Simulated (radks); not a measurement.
The krypton ion Kr33+, [He] 2s1. All-electron calculation, non-relativistic Kohn-Sham, LDA (Slater exchange, Perdew-Wang correlation), spin-polarised, spherical densities, point nucleus. Program: a radial shooting solver on a logarithmic mesh with Libxc functionals. Every spin shell is full or empty, so the densities are truly spherical. Functionals are evaluated on that one density, not self-consistently. Rank these orbital-free kinetic functionals by their error against the exact value of the orbitals, and give that value: Thomas-Fermi, von Weizsacker, TF + vW, TF + vW/5, LC94, APBEK, revAPBEK, Perdew 92, Thakkar, Pearson, PG1, DePristo-Kress, Ernzerhof.

Answer. Exact: 1418.24 hartree. From best to worst, with 100 (|E| - |E exact|)/|E exact| (equal figures are ties): APBEK +0.07, LC94 +0.12, DePristo-Kress -0.18, Thakkar +0.29, Perdew 92 +0.33, revAPBEK +0.87, Ernzerhof +3.13, Pearson -4.11, von Weizsacker -7.55, TF + vW/5 +8.53, Thomas-Fermi -9.96, PG1 +47.24, TF + vW +82.49.
